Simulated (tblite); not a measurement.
Isomers of C6H10OSSi2. Computed with GFN2-xTB (tblite): harmonic, unscaled wavenumbers at the GFN2-xTB geometry, gas phase. The method is semi-empirical: single wavenumbers can be off by several per cent or more. Modes of hydrogen on silicon and sulfur can be 10 to 20 % off. One conformer each.

Electronic energies: GFN2-xTB at the same geometries; isomer energies are rough at this level and their order can be wrong.

```csv
SMILES,"electronic energy, lowest = 0 (kcal/mol)"
[SiH3]Oc1ccccc1S[SiH3],0.0
c1csc([Si@H]2CC[SiH2]O2)c1,11.8
Oc1ccccc1[SiH2][SiH2]S,49.6
Oc1cccc([SiH2][SiH2]S)c1,53.4
```

Task: How do GFN2-xTB zero-point energies change the relative energies?

Result: 
```json
{"SMILES": "[SiH3]Oc1ccccc1S[SiH3]", "ZPE (kcal/mol)": "83.2", "of it from modes above 1550 cm⁻¹": "42.0", "electronic (kcal/mol)": "0.0", "with ZPE, lowest = 0 (kcal/mol)": "0.0", "lowest mode (cm⁻¹)": "40", "rings": "1"}
{"SMILES": "c1csc([Si@H]2CC[SiH2]O2)c1", "ZPE (kcal/mol)": "88.1", "of it from modes above 1550 cm⁻¹": "40.3", "electronic (kcal/mol)": "11.8", "with ZPE, lowest = 0 (kcal/mol)": "16.6", "lowest mode (cm⁻¹)": "23", "rings": "2"}
{"SMILES": "Oc1ccccc1[SiH2][SiH2]S", "ZPE (kcal/mol)": "83.7", "of it from modes above 1550 cm⁻¹": "43.4", "electronic (kcal/mol)": "49.6", "with ZPE, lowest = 0 (kcal/mol)": "50.0", "lowest mode (cm⁻¹)": "31", "rings": "1"}
{"SMILES": "Oc1cccc([SiH2][SiH2]S)c1", "ZPE (kcal/mol)": "83.5", "of it from modes above 1550 cm⁻¹": "43.4", "electronic (kcal/mol)": "53.4", "with ZPE, lowest = 0 (kcal/mol)": "53.7", "lowest mode (cm⁻¹)": "7i", "rings": "1"}
```

The zero-point energies span 4.9 kcal/mol, from `[SiH3]Oc1ccccc1S[SiH3]` to `c1csc([Si@H]2CC[SiH2]O2)c1`. Slightly imaginary modes are left out of the zero-point energy: `Oc1cccc([SiH2][SiH2]S)c1` 7.2i cm⁻¹. The order is unchanged.
